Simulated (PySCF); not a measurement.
A calculated (UHF, PySCF 2.14, jorge-DZP-DKH, the spin-free X2C one-electron Hamiltonian (Gaussian nucleus)) atom or ion has these occupied shells.

```tsv
shell	electrons	orbital energy (eV)	rms radius, mean of both spins (bohr)
1s α	1	-6607.7	0.0704
1s β	1	-6607.7	0.0704
2s α	1	-813.55	0.302
2s β	1	-810.38	0.302
2p α	3	-687.51	0.273
2p β	3	-684.57	0.273
3s α	1	-119.06	0.916
3s β	1	-107.39	0.916
3p α	3	-82.396	0.987
3p β	3	-68.492	0.987
3d α	5	-23.929	1.23
4s α	1	-14.673	3.11
```

Problem. Name the element and its charge.

Solution. Mn⁺ (manganese, charge +1), in [Ar] 3d5 4s1, high-spin 7S determinant.
